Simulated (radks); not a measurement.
Values are calculated unless marked as measured or tabulated.
Spherical quantum dot in the effective-mass picture: electrons in a hard-walled sphere of radius 5.55, with a point charge +2 (a donor) at the centre, all in effective atomic units (hartree* = m*/eps^2 hartree, bohr* = eps/m* bohr), one dielectric constant everywhere. Level of theory: non-relativistic Kohn-Sham, LDA (Slater exchange, Perdew-Wang correlation), spin-polarised, spherical densities (a radial shooting solver with Libxc functionals). Levels are named by radial order and angular momentum (1s, 1p, 1d, 2s, ...), and open shells are averaged over m.

N = 13, configuration 1s2 1p6 1d(up 3, down 0) 2s2. This is the lowest configuration that the search found. Occupied and some empty levels:

| level | occupation | eigenvalue (hartree*) | <r> (bohr*) |
|---|---|---|---|
| 1s up | 1 | 2.4309 | 1.382 |
| 1s down | 1 | 2.4362 | 1.291 |
| 2s up | 1 | 2.6673 | 3.376 |
| 1p up | 3 | 2.6941 | 3.774 |
| 2s down | 1 | 2.6969 | 3.452 |
| 1p down | 3 | 2.7278 | 3.762 |
| 1d up | 3 | 2.8506 | 3.935 |
| 1d down | 0 | 2.8856 | 3.932 |
| 1f up | 0 | 3.0593 | 4.055 |
| 1f down | 0 | 3.0948 | 4.054 |
| 1g up | 0 | 3.3168 | 4.153 |
| 1g down | 0 | 3.3524 | 4.154 |
| 2p up | 0 | 3.4008 | 2.766 |
| 2p down | 0 | 3.4186 | 2.758 |

Energy (hartree*): total 13.6191, kinetic 7.5819, external -12.763, Hartree 22.587, exchange-correlation -3.7873.

Electron density:

| r (bohr*) | n(r) (e/bohr*^3) |
|---|---|
| 0.283 | 1.187 |
| 0.560 | 0.4334 |
| 0.837 | 0.1701 |
| 1.11 | 0.07187 |
| 1.39 | 0.03392 |
| 1.67 | 0.01952 |
| 1.94 | 0.01507 |
| 2.22 | 0.01516 |
| 2.50 | 0.01754 |
| 2.77 | 0.02106 |
| 3.05 | 0.02488 |
| 3.33 | 0.02818 |
| 3.61 | 0.03008 |
| 3.88 | 0.02973 |
| 4.16 | 0.02661 |
| 4.44 | 0.02088 |
| 4.71 | 0.01362 |
| 4.99 | 0.006601 |
| 5.27 | 0.001703 |
| 5.54 | 4.036e-06 |
